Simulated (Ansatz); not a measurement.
The cluster NiO2. Charge 0, multiplicity 1. Geometry relaxed at r2SCAN-D4/def2-TZVP.

Cartesian coordinates in Å:
```
Ni -0.130 -0.100 0.067
O -0.626 1.329 0.535
O 0.755 -1.229 -0.602
```

The restricted singlet is unstable: a solution with broken spin symmetry lies lower. The geometry of the singlet was relaxed on an unsound state (restricted singlet, unstable towards broken spin symmetry). At PBE0-D4/def2-TZVP a triplet of charge 0 lies 0.91 eV below the restricted singlet, each at its own geometry. That triplet is doubtful there (⟨S²⟩ 2.86, where a pure state has 2.00). Another isomer (singlet) lies 0.43 eV lower at PBE0-D4/def2-TZVP.

Estimate the harmonic wavenumbers at RKS r2SCAN-D4/def2-TZVP (Ansatz, unscaled). Is this a minimum?

109, 878, 1089 cm⁻¹. Yes, no mode is imaginary beyond noise. Zero-point energy 12.4 kJ/mol. Hardware: 4 threads of INTEL XEON PLATINUM 8581C on a shared host. Wall time 3.2 s.
